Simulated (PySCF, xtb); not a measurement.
C3H9BFN, SMILES CCCB(N)F. Other conformers were not sampled.

Harmonic wavenumbers (cm⁻¹) from xtb 6.7.1 with GFN2-xTB at its own minimum, in rising order: 55, 96, 145, 235, 304, 365, 400, 430, 537, 579, 751, 776, 834, 857, 953, 1016, 1080, 1122, 1192, 1228, 1277, 1281, 1357, 1376, 1416, 1477, 1500, 1505, 1507, 1526, 2949, 2965, 2973, 2978, 3029, 3030, 3036, 3506, 3564.

**Question.** What does B3LYP-D3(BJ)/def2-SVP (PySCF) give at its own minimum? (Estimate from the structure and the level; the computed values follow.)

**Answer.** 68, 102, 152, 257, 317, 392, 441, 455, 479, 612, 736, 786, 847, 886, 916, 1033, 1053, 1102, 1200, 1235, 1313, 1338, 1388, 1398, 1406, 1429, 1469, 1470, 1482, 1597, 3002, 3008, 3020, 3030, 3050, 3099, 3103, 3601, 3708. Paired by order, the mean absolute difference is 36 cm⁻¹ and the zero-point energies are 78.9 and 80.0 kcal/mol.
